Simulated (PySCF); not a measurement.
Al(H)(OH)(SeH) (AlH₃OSe), SMILES [SeH][AlH][OH]. Geometry: PBE-D3(BJ)/def2-TZVP. Other conformers were not sampled.

Computed equilibrium geometry at PBE-D3(BJ)/def2-TZVP (PySCF confirms it by a frequency run) as bond lengths and angles, and its point group (one conformer of several):
point group Cs.
Atoms: Al1 H2 O3 H4 Se5 H6. Bonds (Å): Al1–H2 1.588, Al1–O3 1.713, Al1–Se5 2.324, O3–H4 0.968, Se5–H6 1.483. Angles (°): H2–Al1–O3 122.9, H2–Al1–Se5 120.9, O3–Al1–Se5 116.2, Al1–O3–H4 120.9, Al1–Se5–H6 89.7.
